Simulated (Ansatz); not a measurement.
Molecule: C3H8O (charge 0, singlet). 
Coordinates optimised at B3LYP-D3(BJ)/def2-TZVP (Ansatz, a quantum-chemistry and plane-wave program):
```xyz
12

C     -1.8645    -0.1931    -0.3023
C     -0.5633    -0.0415     0.4803
C      0.6470     0.0514    -0.4275
O      1.8098     0.1901     0.3857
H     -1.8566    -1.0970    -0.9161
H     -2.0299     0.6578    -0.9677
H     -2.7210    -0.2579     0.3699
H     -0.5982     0.8550     1.1046
H     -0.4258    -0.8898     1.1558
H      0.5406     0.9120    -1.1014
H      0.7147    -0.8511    -1.0496
H      2.5829     0.2497    -0.1841
```

Basis-set convergence of Hartree-Fock and CCSD(T) correlation energies (hartree) with Ansatz. Correlated levels leave the core frozen unless marked. No spin-orbit coupling. Non-relativistic.

```csv
basis,functions,E(HF),"E(corr, CCSD(T))"
aug-cc-pVDZ,164,-193.14462,-0.72598
aug-cc-pVTZ,368,?,?
```

Q: Fill in the missing entries.

A: 
- aug-cc-pVTZ, E(HF): -193.19316
- aug-cc-pVTZ, E(corr, CCSD(T)): -0.85864
